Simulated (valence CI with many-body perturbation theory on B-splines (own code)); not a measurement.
The numbers below are computed, except where a source is named.
**Sensitivity of CI+MBPT for Au⁶⁶⁺**

Method: valence CI with perturbative core correlation (CI+MBPT): three valence electrons over a frozen Dirac-Fock core [Ne], a basis of 6 s, 6 p, 5 d, 3 f, 1 g functions for each j, with the one-electron correlation potential Σ1, the two-electron term Σ2, the three-electron term Σ3, Breit, model QED; selected CI, second order for the rest, scaled by the run's own slope (own B-spline code, finite nucleus).

The last digits are not significant, and no measured levels were compared; by estimate large intervals hold to a few tenths of a per cent, small ones and those within an open d or f shell to about a per cent.

The reference run has the lowest level (3s^2 3p1/2) J=1/2 and an ionisation energy of 7910.77 eV. Its largest variational space holds 2738 state functions.

Levels are named by their leading jj configuration (3d3/2^4 stands for four electrons in 3d with j = 3/2), which in mixed levels can hold well under half, so a name can repeat and another be missing. Letters in brackets count levels of one name in rising energy.

| Level | Reference (cm⁻¹) | Shift (cm⁻¹) |
| --- | --- | --- |
| (3s 3p1/2^2) J=1/2 | 1505410 | -1.2 |
| (3s^2 3p3/2) J=3/2 | 4013300 | -425 |
| (3s 3p1/2 3p3/2) J=3/2 [a] | 5247610 | -1344 |
| (3s 3p1/2 3p3/2) J=5/2 | 5409270 | -722 |
| (3s 3p1/2 3p3/2) J=3/2 [b] | 5586370 | -371 |
| (3s 3p1/2 3p3/2) J=1/2 | 5679310 | -75 |
| (3s^2 3d3/2) J=3/2 | 6071180 | +748 |
| (3s^2 3d5/2) J=5/2 | 6883550 | +130 |
| (3s 3p1/2 3d3/2) J=3/2 [a] | 7045870 | -760 |
| (3s 3p1/2 3d3/2) J=3/2 [b] | 7159240 | -599 |
| (3s 3p1/2 3d3/2) J=5/2 | 7254560 | -432 |
| (3s 3p1/2 3d3/2) J=1/2 | 7489980 | +345 |

The ionisation energy moves by -0.29 eV.

Problem. Which of these changes was made?
A. natural orbitals for correlation on → off
B. cutoff of virtual states (hartree) 12482 → 264000
C. size limit of the variational space 10000 → 1500; second order for the rest on → off; scale of Σ1 1 → 0; scale of Σ2 1 → 0; three-electron term on → off
D. scale of Σ1 1 → 3

Solution. A. natural orbitals for correlation on → off.
